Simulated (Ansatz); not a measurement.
Cartesian coordinates (Å):
```xyz
11

C      2.5930    -0.3630    -0.4736
C      1.4841     0.0945    -0.4816
C      0.1295     0.6388    -0.4636
C     -0.7044     0.0837     0.6631
C     -1.8746    -0.5147     0.4996
H      3.5755    -0.7663    -0.4748
H      0.1939     1.7287    -0.3656
H     -0.3605     0.4393    -1.4203
H     -0.2863     0.2015     1.6576
H     -2.3089    -0.6555    -0.4838
H     -2.4411    -0.8871     1.3431
```
Charge 0, multiplicity 1.

All values below come from frozen-core CCSD(T)/cc-pVTZ // B3LYP-D3(BJ)/def2-TZVP in Ansatz (a program for electronic structure).

```
Item                            Value
----------------------  -------------
HF energy               -192.81039 Ha
MP2 correlation energy    -0.79504 Ha
```

Problem. Estimate the CCSD correlation energy, the (T) correction, the total energy and the T1 diagnostic.

Solution. 
| Quantity | Result |
|---|---|
| CCSD correlation energy | -0.82952 Ha |
| (T) correction | -0.04018 Ha |
| CCSD(T) total energy | -193.68010 Ha |
| T1 diagnostic | 0.011 |
